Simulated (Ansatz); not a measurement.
Geometry optimisation, DFT r2SCAN, scalar-relativistic, plane waves, PAW in Ansatz.

Input file:

```yaml
accuracy: low
crystal:
  lattice:
    - [6.02765, 0.0, 0.0]
    - [0.0, 6.02765, 0.0]
    - [0.0, 0.0, 6.02765]
  atoms:
    - { symbol: O, position: [0.0557503, 0.1165394, 0.0813045] }
    - { symbol: H, position: [-0.0721707, 0.0280582, 0.1216482] }
    - { symbol: H, position: [0.1740688, 0.0089458, 0.0656631] }
    - { symbol: O, position: [0.353821, 0.3436259, 0.6234718] }
    - { symbol: H, position: [0.3829924, 0.3753788, 0.4686781] }
    - { symbol: H, position: [0.4256616, 0.2020575, 0.6483238] }
    - { symbol: O, position: [0.6266366, 0.7530282, 0.0568268] }
    - { symbol: H, position: [0.5178451, 0.8469711, 0.1286561] }
    - { symbol: H, position: [0.6359845, 0.8115597, -0.0925284] }
    - { symbol: O, position: [0.9222014, 0.0322976, 0.6829906] }
    - { symbol: H, position: [0.9036762, 0.1683819, 0.5995749] }
    - { symbol: H, position: [0.9535495, -0.0782113, 0.5706278] }
    - { symbol: O, position: [0.7162901, 0.2494546, 0.2918563] }
    - { symbol: H, position: [0.7500915, 0.3881471, 0.2180852] }
    - { symbol: H, position: [0.6737327, 0.2937645, 0.4403346] }
    - { symbol: O, position: [0.3348066, 0.7725391, 0.5611049] }
    - { symbol: H, position: [0.3673954, 0.9298068, 0.5560899] }
    - { symbol: H, position: [0.4213662, 0.7110379, 0.4405008] }
    - { symbol: "N", position: [0.0929172, 0.6201954, 0.9800121] }
    - { symbol: H, position: [0.2089692, 0.7426142, 0.9811486] }
    - { symbol: H, position: [0.1623728, 0.4882453, 1.0588842] }
    - { symbol: H, position: [0.0738207, 0.5744209, 0.8187803] }
basis:
  ecutwfc: 500.0
kpoints:
  mp_grid: { grid: [1, 1, 1] }
hamiltonian:
  xc: r2scan
scf:
  occupations: { method: fermi_dirac, width: 0.02 }
  lower_state_search: "off"
relax:
  f_tol: 0.3
  max_steps: 15
  adjacent_minimum: "off"
```

Run as:

```bash
$ ansatz run input.yaml --threads 1 --pin off --max-ram 3072MiB --backend cpu --events-out ev --progress --plain --runs-dir out
```

**Question.** Where does it end, and by what steps?

**Answer.** The run converged. The threshold is loose, so the end isn't yet a minimum. Limits of this set-up: coarse k mesh, low accuracy level. After 14 steps the energy has fallen by 3.140 eV; H17 moved furthest, 1.52 Å.

| step | energy less start (eV) | largest force component (eV/Å) | accepted |
| --- | --- | --- | --- |
| 0 | 0.0000 | 0.947 | yes |
| 1 | -0.5807 | 1.605 | yes |
| 2 | -0.9986 | 2.404 | yes |
| 3 | -1.4014 | 1.085 | yes |
| 4 | -1.6474 | 1.747 | yes |
| 5 | -1.9775 | 1.397 | yes |
| 6 | -2.2533 | 1.115 | yes |
| 7 | -2.5047 | 0.992 | yes |
| 8 | -2.6565 | 1.709 | yes |
| 9 | -2.8014 | 1.130 | yes |
| 10 | -2.8484 | 0.907 | yes |
| 11 | -2.8875 | 1.296 | yes |
| 12 | -3.0121 | 0.376 | yes |
| 13 | -3.0486 | 1.060 | yes |
| 14 | -3.1397 | 0.275 | yes |

```xyz
22
Lattice="6.0277 0.0000 0.0000 0.0000 6.0277 0.0000 0.0000 0.0000 6.0277" Properties=species:S:1:pos:R:3
O 0.736 0.464 1.148
H -0.081 1.005 1.183
H 0.603 -0.259 0.501
O 2.477 1.641 2.925
H 1.887 1.226 2.264
H 2.556 0.971 3.617
O 3.812 4.866 0.494
H 3.557 5.633 1.025
H 4.268 5.252 -0.281
O 5.147 -0.050 4.317
H 5.142 0.722 3.737
H 5.913 -0.577 4.017
O 4.803 2.261 1.677
H 4.695 3.149 1.305
H 3.950 2.067 2.126
O 1.381 4.795 3.210
H 1.154 5.191 2.350
H 1.811 3.945 3.020
N 0.996 3.798 5.953
H 1.996 3.957 5.840
H 0.902 3.028 6.606
H 0.654 3.447 5.063
```

Run time: 2.7 min on 1 thread of Arm Neoverse V1, on a shared host, peak memory 0.49 GiB.
